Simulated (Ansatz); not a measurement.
# Which is lower?

The two ends of one reaction step of Si2H5F3, singlet (PBE0-D4/def2-TZVP).

A:

Si1  (-0.233, -2.074, -0.236)
F2  (0.983, -1.994, -1.229)
F3  (-1.255, -0.937, -0.613)
F4  (0.293, -1.800, 1.220)
H5  (-0.876, -3.384, -0.314)
H6  (1.156, 0.982, -0.220)
Si7  (0.214, 2.037, 0.234)
H8  (-0.580, 1.532, 1.382)
H9  (0.990, 3.231, 0.657)
H10  (-0.693, 2.406, -0.881)
(Å)

B:

```xyz
10
angstrom
Si -0.8154 -0.9651 0.1722
F 2.5337 -0.1493 -0.7335
F -1.1508 -1.4364 1.6542
F 0.4907 -1.8102 -0.2648
H -1.9089 -1.4392 -0.7063
H 2.0280 -0.9190 -0.6203
Si -0.3430 1.3290 0.1303
H -1.5982 2.0227 0.5257
H 0.7378 1.6449 1.0936
H 0.0262 1.7226 -1.2511
```

Computed with Ansatz 0.2.0 (basis: def2-TZVPP); correlated methods freeze the cores. B3LYP uses VWN-RPA correlation.

(1) Which structure is lower at CCSD(T), and by how much? (To be estimated.)

No T1 diagnostic of these runs exceeds 0.012.

Answers

(1) Computed: A, by 160.1 kJ/mol (electronic energy, against the other). By their contacts, A is a complex of SiHF₃ ([F][SiH]([F])[F]) + SiH₄ and B is a complex of Si₂H₄F₂ ([F][SiH]([F])[SiH3]) + HF.

All methods give the same order:

| method | E(B) − E(A) (kJ/mol) |
| --- | --- |
| SPW92 | 127.3 |
| PBE-D4 | 129.9 |
| BLYP-D4 | 147.0 |
| r2SCAN-D4 | 155.1 |
| B97M-V | 160.1 |
| PBE0-D4 | 139.2 |
| B3LYP-D4 | 153.4 |
| r2SCAN0-D4 | 157.6 |
| BHLYP-D4 | 164.2 |
| CAM-B3LYP-D4 | 159.9 |
| wB97X-V | 153.5 |
| wB97M-V | 159.4 |
| B2PLYP | 161.8 |
| PBE-QIDH | 154.2 |
| RPA on PBE | 161.7 |
| HF | 188.9 |
| MP2 | 165.4 |
| CCSD | 164.1 |
| CCSD(T) | 160.1 |

Labels in which every atom is bracketed show which atoms are joined, not bond orders.

For scale, one of the runs: CCSD(T)/def2-TZVPP, 247 basis functions, launched by `ansatz run in.yaml --threads 8 --pin off --events-out ev --progress --plain --max-ram 19148MiB`. The run took 44 s on 8 CPU threads of an Intel Xeon Platinum 8259CL (shared host), with 5.2 GiB of host memory at its peak.
